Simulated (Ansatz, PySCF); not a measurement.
Reaction (SMILES): [CH3][Ge]([F])([F])[F] -> [CH3] (CH3) + [F][Ge]([F])[F] (the C-Ge bond at the site shown breaks; other sites are not compared here)
Geometries: B3LYP-D3(BJ)/def2-TZVP minima from Ansatz (an electronic-structure program). Frequencies are from Ansatz or PySCF.

Wanted: bond dissociation energy (0 K, with B3LYP-D3(BJ) harmonic zero-point energies), in kcal/mol. Cores are frozen in the correlated levels unless marked. Open shells are spin-unrestricted. Spin-orbit coupling is left out. The frozen core is the preceding noble-gas configuration, with the filled d and f shells of earlier blocks. No relativistic terms. Basis-set limits of correlation are two-point, X^-3; Hartree-Fock from the larger set. [CCSD(T)-MP2]/basis is that difference in the basis named.

RI-MP2/CBS(cc-pVTZ,cc-pVQZ)+[CCSD(T)-MP2]/cc-pVTZ (Ansatz) gives 88.2 kcal/mol.

Q: Another calculation gave 74.1 kcal/mol. Which level was it?
(A) BLYP/def2-TZVPD (Ansatz)
(B) SVWN5/def2-TZVPD (Ansatz)
(C) wB97M-V/def2-TZVPD (Ansatz)
(D) CAM-B3LYP/def2-TZVPD (Ansatz)

A: A, BLYP/def2-TZVPD (Ansatz). The others give 82.3 (CAM-B3LYP), 96.7 (SVWN5), 85.9 (wB97M-V) kcal/mol.
